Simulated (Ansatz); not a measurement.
(1) Predict a relaxed structure of the cluster Sn₂O₄⁺, charge 1, doublet, at PBE-D4/def2-SVP (Ansatz).

Results:

(1) 
```xyz
6

Sn   -0.728   -1.920   -0.581
Sn    1.121    1.261   -1.307
O     0.654    1.159    0.875
O    -0.086   -0.315   -1.601
O    -0.492    0.583    1.299
O    -0.470   -0.767    1.315
```
Point group Cs (tolerance 0.1 Å). This is one stationary point.

In the def2 sets Sn takes a core potential; there is no spin–orbit coupling. The structure holds 2 bonds between oxygen atoms, so isomers without such links may lie far lower. The structure comes from a short search, and lower isomers may exist.
